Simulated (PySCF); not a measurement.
A structure optimised at PBE-D3(BJ)/def2-SVP, used in a PySCF frequency run:

```xyz
7

Sn    -0.3482    -0.1251     0.3096
C     -1.1971    -1.5048    -1.2150
H     -0.3765    -2.2038    -1.4611
H     -1.4703    -0.8607    -2.0711
H     -2.0743    -2.0300    -0.7972
Cl    -0.2640     2.0153    -0.7817
Cl     1.9412    -0.8166     0.5547
```
Charge 0, spin multiplicity 2.

Q: Write its SMILES and formula.

A: [CH3][Sn]([Cl])[Cl], CH3Cl2Sn

Q: What are its rotational constants (standard atomic weights)?

A: 2.6980, 1.6787, 1.2336 GHz
